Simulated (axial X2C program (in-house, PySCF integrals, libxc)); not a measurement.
**Photoelectron levels of CdS by EOM-IP-CCSD**

Computed with an in-house all-electron X2C program for linear molecules (integrals from PySCF): two-component X2C with atomic mean-field Coulomb and Gaunt terms, Gaussian nuclei, basis Cd dyall-cv3z, S dyall-av3z with contracted cores.

R = 2.064 Å (0.920 times 2.244 Å, the PBE0 minimum at charge 0 for the lowest determinant).

Vertical ionisation energies of CdS to the states of CdS⁺:

```tsv
Ω of CdS⁺	vertical IE (eV)	above lowest (cm⁻¹)	ionised spinor	one-hole weight
3/2	8.342	0	83% S pπ, 11% Cd pπ	0.93
1/2	8.414	583	82% S pπ, 11% Cd pπ	0.93
1/2	10.527	17627	63% S pσ, 27% Cd sσ	0.94
```

(1) What is the splitting of the first π pair in the table, and is it regular or inverted?

This point took 27 s on 1 thread of Intel(R) Xeon(R) Platinum 8488C (Sapphire Rapids), with other jobs on the host.

Reference electrons by ω block (each with its −ω partner): 1/2: 21, 3/2: 9, 5/2: 2. 18 electrons of CdS correlated (inner shells frozen), 84 natural virtual spinors (a truncated set); levels can be off by some tenths of an eV. Roots sought by Ω: (1/2: 4, 3/2: 3, 5/2: 1); rows need 60 % one-particle weight and stop where some Ω has no more roots. Missing are any skipped roots, higher Ω and states of a further excitation; these come out far too high here and may in truth be low or lowest. T1 of the reference 0.022 (Lee–Taylor). Number of frozen shells: Cd 4 s, 3 p, 1 d; S 2 s, 1 p.

Results:

(1) E(3/2) − E(1/2) = 0 − 583 = -583 cm⁻¹ at EOM-IP-CCSD: inverted, Ω = 3/2 lower. Splittings at this level can be off by ten to twenty per cent.
